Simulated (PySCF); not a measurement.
C2H4ClNOSi, SMILES C[Si@@H](Cl)OC#N. Coordinates come from a PBE-D3(BJ)/def2-SVP optimisation. The structure was generated by enumeration; whether it is a known compound was not checked. One conformer was computed; it need not be the lowest.

Computed equilibrium geometry at PBE-D3(BJ)/def2-SVP (PySCF confirms it by a frequency run) as Cartesian coordinates in Å (one conformer of several):
```xyz
10

C     -1.6678     0.0665     1.1615
Si    -0.3114    -0.8118     0.2443
Cl    -0.5383    -0.6020    -1.7982
O      1.2084    -0.0941     0.6832
C      1.4084     1.1805     0.7387
N      1.6182     2.3372     0.8071
H     -1.5355    -0.0567     2.2555
H     -2.6588    -0.3372     0.8734
H     -1.6468     1.1492     0.9226
H     -0.0861    -2.2445     0.5804
```
Charge 0, spin multiplicity 1.
